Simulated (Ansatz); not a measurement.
`B[SeH]` + `CCNC` → `BN(C)CC` + H₂Se  (ligand exchange at a B–Se bond)

Gas-phase electronic energies from Ansatz, PBE0-D4/def2-TZVP geometries. CCSD(T)/CBS is the MP2 limit (def2-TZVPP, def2-QZVPP) plus CCSD(T) − MP2 in def2-TZVPP, frozen cores. DFT in def2-TZVPP. HSE06 is defined as in plane-wave codes. For Se outer-core shells are correlated without core-valence functions, which leaves a few kJ/mol of doubt a bond. Scalar relativity is left out up to krypton. Each species was taken in one conformer, which may not be the lowest.

`B[SeH]`:

Cartesian coordinates in Å:
```
B -0.479 -0.375 0.193
Se 1.352 0.097 0.015
H -1.336 0.317 -0.255
H -0.697 -1.392 0.773
H 1.160 1.352 -0.725
```

`CCNC`:

```xyz
13

C    -1.579    0.579    0.797
C    -0.106    0.410    0.495
N     0.111   -0.628   -0.490
C     1.500   -0.783   -0.856
H    -2.010   -0.361    1.148
H    -1.736    1.342    1.563
H    -2.131    0.890   -0.096
H     0.428    0.121    1.407
H     0.324    1.380    0.183
H    -0.443   -0.429   -1.314
H     1.596   -1.536   -1.640
H     1.978    0.147   -1.208
H     2.068   -1.135    0.010
```

`BN(C)CC`:

Z-matrix (Å, degrees):
```
C
N 1 1.447
H 1 1.096 2 110.8
H 1 1.096 2 110.8 3 119.3
H 1 1.088 2 109.9 3 -120.3
C 2 1.455 1 111.5 3 -59.6
B 2 1.386 1 122.0 3 120.4
C 6 1.510 2 115.7 1 -179.6
H 6 1.099 2 108.0 1 -56.6
H 6 1.099 2 108.0 1 57.3
H 7 1.194 2 120.9 1 -180.0
H 7 1.198 2 118.0 1 0.1
H 8 1.092 6 109.0 2 179.8
H 8 1.091 6 111.7 2 60.3
H 8 1.091 6 111.7 2 -60.6
```

H₂Se:

Cartesian coordinates in Å:
```
Se -0.071 0.591 -0.338
H 0.894 0.077 0.640
H -0.824 -0.668 -0.301
```

```json
{"species": "`B[SeH]`", "HSE06 energy (Eh)": "-2427.89261"}
{"species": "`CCNC`", "HSE06 energy (Eh)": "-174.32068"}
{"species": "`BN(C)CC`", "HSE06 energy (Eh)": "-199.76957"}
{"species": "H₂Se", "HSE06 energy (Eh)": "-2402.46555"}
```

Q: Work out ΔE.

A: ΔE = (-199.76957) + (-2402.46555) − (-2427.89261) − (-174.32068) = -0.02183 Eh = -13.7 kcal/mol. CCSD(T)/CBS gives -14.8 kcal/mol.

Largest T1 diagnostic among the species: 0.013.

The D4 term adds −1.3 kcal/mol with B3LYP and −0.7 kcal/mol with PBE0; it sums over pairs of atoms, weighted by their polarisabilities, and B3LYP, whose exchange is more repulsive, gets the larger term. Leaving LDA and LC-ωPBE aside and taking each functional with its dispersion term where it has one, the values, not all of them listed here, spread over 2.6 kcal/mol, from CAM-B3LYP-D4 to PBE-QIDH. LDA lies −4.6 kcal/mol from PBE without D4.

B3LYP here is the variant with VWN-RPA as its local correlation; programs differ in this.
